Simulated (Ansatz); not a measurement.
# From Y(OH)3 to YCl3: predicting a member

On one Y centre, n of the OH ligands are replaced by Cl. The HOMO–LUMO gap y in eV at wB97X-V/def2-TZVPP. Shapes: PBE0-D4/def2-TZVP. Flexible molecules stand in one conformer, not always the lowest. Programs: Ansatz 0.2.0.

| molecule | n | y (eV) |
| --- | --- | --- |
| Y(OH)3 | 0 | 10.80 |
| Y(OH)2Cl | 1 | 10.61 |
| Y(OH)Cl2 | 2 | ? |
| YCl3 | 3 | 10.52 |

Question: Fit y = c + s·n to the known rows and predict Y(OH)Cl2.

Answer: 
1. Means of the 3 rows: n = 1.33333, y = 10.643.
2. Σ(Δn)² = 4.6667, Σ(Δn·Δy) = -0.40333, so the slope is -0.40333/4.6667 = -0.086427.
3. Intercept: 10.643 − (-0.086427) × 1.33333 = 10.758. The largest residual of the fit is 0.062.
4. Y(OH)Cl2: 10.758 + (-0.086427) × 2 = 10.59 eV.

The run gave 10.59 eV, so the prediction is off by 0.00 eV: they agree to the digits shown. The step per swap drifts from -0.19 to -0.07 eV. Other levels give for Y(OH)Cl2: SPW92/def2-TZVPP 4.12; r2SCAN-D4/def2-TZVPP 4.95; B3LYP-D4/def2-TZVPP 5.71 eV. Orbital gaps aren't excitation energies, and the LUMO depends on the basis. At 3 other levels on record the series doesn't fall at every step. For atoms past krypton def2 sets carry core potentials with scalar relativity.
